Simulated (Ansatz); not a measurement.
SH (SMILES [SH+]): geometry of the low-spin state from B3LYP-D3(BJ)/def2-TZVP.
(charge 1, multiplicity 1):
```xyz
2

S      0.000     0.000    -0.081
H      0.000     0.000     1.291
```

Programs: Ansatz (a first-principles code). Values without a source in brackets are computed.

Broken-symmetry (BS) and triplet (T) solutions at this geometry:

| level | E(BS) (hartree) | ⟨S²⟩ BS | E(T) (hartree) | ⟨S²⟩ T |
|---|---|---|---|---|
| U-PBE/def2-TZVPP | -398.181186 | 1.009 | -398.197541 | 2.006 |
| U-B3LYP/def2-TZVPP | -398.376376 | 1.010 | -398.390816 | 2.006 |
| U-PBE0/def2-TZVPP | -398.216117 | 1.013 | -398.232888 | 2.008 |
| U-wB97X-V/def2-TZVPP | -398.291636 | 1.009 | -398.306541 | 2.006 |

**Question.** Give the raw gap E(BS) − E(T) and the gap after approximate spin projection, (E_BS − E_T)⟨S²⟩_T/(⟨S²⟩_T − ⟨S²⟩_BS).

**Answer.** 
- U-PBE/def2-TZVPP: raw 10.3, projected 20.7 kcal/mol
- U-B3LYP/def2-TZVPP: raw 9.1, projected 18.2 kcal/mol
- U-PBE0/def2-TZVPP: raw 10.5, projected 21.2 kcal/mol
- U-wB97X-V/def2-TZVPP: raw 9.4, projected 18.8 kcal/mol
The rule takes the triplet as the only contaminant. For comparison FIC-MRCISD+Q on SA-CASSCF(6,5)/cc-pV(Q+d)Z gives 28.4 kcal/mol at this geometry.
